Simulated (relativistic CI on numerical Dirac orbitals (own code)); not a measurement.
Er4+ (4f10) in a crystal field

Calculated by Dirac-Coulomb-Breit CI, KLI orbitals optimised for each configuration, QED by a radiative potential, valence Slater integrals scaled by 0.8, one configuration in a parametric crystal field (own radial code).

Field parameters in Wybourne normalisation; cubic f-shell fields have B⁴₄ = √(5/14) B⁴₀ and B⁶₄ = −√(7/2) B⁶₀. The field is a parameter set, without covalency.

S and J are read from ⟨S²⟩ = S(S + 1) and ⟨J²⟩ = J(J + 1) of each level; they are not fictitious spins.

Oh, B40 = 820, B60 = 180 cm⁻¹, the lowest 10 levels:

| E (cm⁻¹) | Degeneracy | Irrep | S | J |
| --- | --- | --- | --- | --- |
| 0.0 | 2 | E | 1.93 | 8.00 |
| 9.8 | 3 | T1 | 1.93 | 8.00 |
| 50.3 | 1 | A1 | 1.93 | 8.00 |
| 131 | 3 | T1 | 1.93 | 8.00 |
| 151 | 3 | T2 | 1.93 | 8.00 |
| 178 | 2 | E | 1.93 | 8.00 |
| 197 | 3 | T2 | 1.93 | 8.00 |
| 6152 | 3 | T2 | 1.97 | 7.00 |
| 6153 | 3 | T1 | 1.97 | 7.00 |
| 6214 | 1 | A2 | 1.97 | 7.00 |

Oh, B40 = 1410, B60 = 1130 cm⁻¹, the lowest 10 levels:

```tsv
E (cm⁻¹)	Degeneracy	Irrep	S	J
0.0	2	E	1.93	7.99
28.4	3	T1	1.93	7.99
452	1	A1	1.93	8.00
501	3	T2	1.93	8.00
617	3	T1	1.93	7.99
770	2	E	1.93	8.00
1002	3	T2	1.92	8.00
6464	3	T2	1.97	6.99
6506	3	T1	1.97	6.99
6619	2	E	1.97	6.99
```

C2v, B20 = -300, B22 = 310, B40 = 490, B42 = 480, B44 = 890, B60 = -470, B62 = -100, B64 = -80, B66 = -850 cm⁻¹, the lowest 10 levels:

```
E (cm⁻¹)  Degeneracy     S     J
     0.0           1  1.93  8.00
     2.4           1  1.93  8.00
    68.2           1  1.93  8.00
    87.9           1  1.93  8.00
    88.8           1  1.93  8.00
    96.6           1  1.93  8.00
     175           1  1.93  8.00
     216           1  1.93  8.00
     231           1  1.93  8.00
     250           1  1.93  8.00
```

The next free-ion level lies 6085 cm⁻¹ above the lowest; the field splits the ground level into components whose J stays near 8 as long as their spread is small against that gap.

Levels of this model without a field, named by their leading LS term (the scale mimics covalency, so terms lie below those of the real free ion): 5I_8 0, 5I_7 6085, 5I_6 10123, 5I_5 12953, 5I_4 15343, 5F_5 17842, 5S_2 20596, 3K_8 21003 cm⁻¹.
